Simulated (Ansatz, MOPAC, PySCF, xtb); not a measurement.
Lewis adduct: C2H6Zn (SMILES [CH3][Zn][CH3]) (first 9 atoms) with H2O (SMILES O); geometry from GFN2-xTB, rigid monomers moved along the line of their centres of mass till Zn2···O10 is 4.21 Å.
(charge 0, multiplicity 1):
```xyz
12

C     -0.0617     2.0822    -0.2076
Zn    -0.0040     0.0600     0.1067
C      0.0906    -1.9821    -0.0229
H      0.7991     2.5749     0.2381
H     -0.9463     2.5290     0.2399
H     -0.0699     2.3559    -1.2586
H     -0.7057    -2.4556     0.5470
H      1.0301    -2.3597     0.3753
H      0.0109    -2.3532    -1.0410
O     -0.1189     0.2317     4.3163
H     -0.1542     1.0230     4.8584
H     -0.1086    -0.5329     4.8961
```

Monomers are frozen at their geometry in the pair; levels with a basis set take the counterpoise correction. Rows marked so take none.

Rows in 6-31G* carry no dispersion term and start afresh at each structure (6-31G* with six Cartesian d functions); the Pople sets are all-electron and without relativity. The state that AM1, PM7 reach isn't checked; PM7 holds dispersion and hydrogen-bond terms.

Programs: Ansatz (a program for electronic structure); MOPAC for AM1, PM7 (differences of heats of formation); PySCF for 6-31G* rows, the dispersion terms; xtb for the GFN methods. 

| level | interaction energy (kJ/mol) |
|---|---|
| AM1 | 3.7 |
| PM7 | -3.5 |
| GFN2-xTB | -5.6 |
| HF/def2-SVPD | -6.2 |
| PBE-D4/def2-TZVPPD | -5.1 |
| r2SCAN/def2-TZVPPD | -4.6 |
| B3LYP/6-31G* (no counterpoise) | (withheld) |
| B3LYP-D3(BJ)/def2-TZVPPD | -5.2 |
| B3LYP-D4/def2-TZVPPD | -4.9 |

Fill in the missing entries.


- B3LYP/6-31G* (no counterpoise), interaction energy (kJ/mol): -9.3
